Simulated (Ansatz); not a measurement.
Geometry optimisation, RKS B3LYP-D4/def2-SVP in Ansatz.

The input (input.yaml):

```yaml
crystal:
  periodic: [false, false, false]
  atoms:
    - { symbol: Al, position_ang: [-0.001925, -0.294936, -0.52099] }
    - { symbol: F, position_ang: [0.113395, -0.127448, 2.346371] }
    - { symbol: Cl, position_ang: [1.883016, 0.426388, -1.023496] }
    - { symbol: Cl, position_ang: [-1.732238, 0.730555, -1.067482] }
    - { symbol: O, position_ang: [-0.14802, -1.901156, 0.155828] }
    - { symbol: Si, position_ang: [-0.733633, -3.440784, -0.138618] }
    - { symbol: H, position_ang: [0.334534, -4.442194, 0.148757] }
    - { symbol: H, position_ang: [-1.913398, -3.706711, 0.733339] }
    - { symbol: H, position_ang: [-1.144391, -3.572235, -1.571419] }
    - { symbol: H, position_ang: [0.079661, -1.039478, 2.172809] }
basis:
  gaussian: { orbitals: def2-SVP }
hamiltonian:
  xc: b3lyp
  dispersion: d4
relax:
  f_tol: 0.03
  max_steps: 50
```

Run as:

```bash
$ ansatz run input.yaml --threads 4 --pin off --max-ram 5120MiB --backend cpu --events-out ev --progress --plain --runs-dir out
```

Where does it end, and by what steps?

The forces met the threshold. The force dipped under the threshold on the way, but the program's further checks kept it going. After 31 steps the energy has fallen by 1.378 eV; Cl3 moved furthest, 1.22 Å. Parted: F2–H10 (0.93 → 2.47 Å). Joined: Al1–F2 (2.87 → 1.68 Å), O5–H10 (2.21 → 0.97 Å).

```csv
step,energy less start (eV),largest force component (eV/Å),accepted
0,0.0000,0.924,yes
2,-0.3738,0.695,yes
4,-0.5602,0.343,yes
6,-0.5994,0.154,yes
8,-0.6300,0.592,yes
10,-0.7630,1.443,yes
12,-0.9121,1.283,yes
14,-1.2101,0.911,yes
16,-1.3183,0.474,yes
18,-1.3532,0.601,yes
20,-1.3631,0.200,yes
22,-1.3648,0.013,yes
24,-1.3667,0.229,yes
26,-1.3723,0.079,yes
28,-1.3752,0.103,yes
30,-1.3777,0.035,yes
31,-1.3779,0.014,yes
```

```xyz
10
Properties=species:S:1:pos:R:3
Al 0.020 -0.076 0.114
F 0.451 0.437 1.651
Cl 1.577 -0.750 -1.165
Cl -1.602 0.909 -0.804
O -0.646 -1.779 0.726
Si -0.596 -3.310 -0.105
H 0.754 -3.898 0.045
H -1.620 -4.142 0.574
H -0.956 -2.986 -1.498
H -0.646 -1.772 1.698
```

Whether the end is a true minimum wasn't checked by a vibrational analysis.

The run took 71 s on 4 threads of Arm Neoverse V2, on a shared host, peak memory 0.31 GiB.
